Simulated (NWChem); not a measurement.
Species: MIBK (C6H12O); SMILES CC(=O)CC(C)C

```xyz
19

C     -0.8193     2.4467     0.3477
C      0.0870     1.2137     0.2597
C      1.2192     1.4213    -0.7542
C     -0.7274    -0.0443    -0.0656
C      0.0110    -1.3635     0.1471
C     -0.6447    -2.6005    -0.4435
O      1.0636    -1.4268     0.7638
H     -1.6147     2.3189     1.1109
H     -0.2380     3.3528     0.6145
H     -1.3181     2.6472    -0.6249
H      0.5540     1.0388     1.2536
H      0.8129     1.5746    -1.7775
H      1.8239     2.3153    -0.4991
H      1.9009     0.5490    -0.7759
H     -1.1279    -0.0104    -1.1048
H     -1.6346    -0.0985     0.5816
H     -0.1565    -3.5112    -0.0515
H     -0.5322    -2.5784    -1.5487
H     -1.7340    -2.6242    -0.2360
```
Atoms are numbered in this order, from 1.

Computed with NWChem. Structure relaxed at the PBE-D3(BJ)/def2-SVP level. Not confirmed as a minimum by frequencies.

For level PBE0/3-21G:

- highest occupied level (eV) = -6.79
- dipole (D) = 2.51

### Question
How do the values read with level PBE0/STO-3G instead?

### Answer
- highest occupied level (eV): -4.01
- dipole (D): 1.70
